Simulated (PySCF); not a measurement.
Computed shifts of a molecule C4H7BO, PBE/pcSseg-1 (PySCF), GIAO, gas phase, atoms alike by connectivity averaged where their shifts nearly agree, in ppm (number of nuclei): ¹³C: 97.2 (1), 95.3 (1), 58.5 (1), 3.6 (1). ¹H: 4.29 (3), 2.72 (1), 0.82 (3). References: ¹¹B against BF3 (σ = 83.9 ppm); ¹³C against TMS (σ = 182.0 ppm); ¹H against TMS (σ = 31.49 ppm); ¹⁷O against H2O (σ = 334.3 ppm), references at their B3LYP-D3(BJ)/def2-TZVP geometries, non-relativistic. The structure is a stationary point at PBE0-D3(BJ)/def2-SVP. Other conformers were not sampled.

### Question
Which molecule gave these data?
(A) CB1C=CCO1
(B) C#CB(C)OC
(C) C=C1CB(C)O1
(D) OB1C=CCC1

### Answer
B, C#CB(C)OC
